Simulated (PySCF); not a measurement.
C2H5Cl2In, SMILES C[CH2][In]([Cl])[Cl].

The structure is a stationary point at PBE-D3(BJ)/def2-SVP. The structure was generated by enumeration; whether it is a known compound was not checked. The def2 effective core potentials stand for the cores of In; spin–orbit coupling is left out. Other conformers were not sampled.

Computed with PBE/def2-TZVP run with PySCF.

Isolated molecule, no solvent.

Computed frontier levels, gap, dipole moment and polarisability:
```yaml
highest_occupied_level: -6.98 eV
lowest_empty_level: -2.75 eV
orbital_gap: 4.23 eV
dipole_moment: 4.28 D
quadrupole, principal values (traceless, Buckingham form, about the centre of nuclear charge): -9.37, 2.05, 7.32 D·Å
mean_static_polarisability: 91.6 bohr³ (13.58 Å³)
polarisability_principal_values: 61.4, 97.2, 116.3 bohr³
```
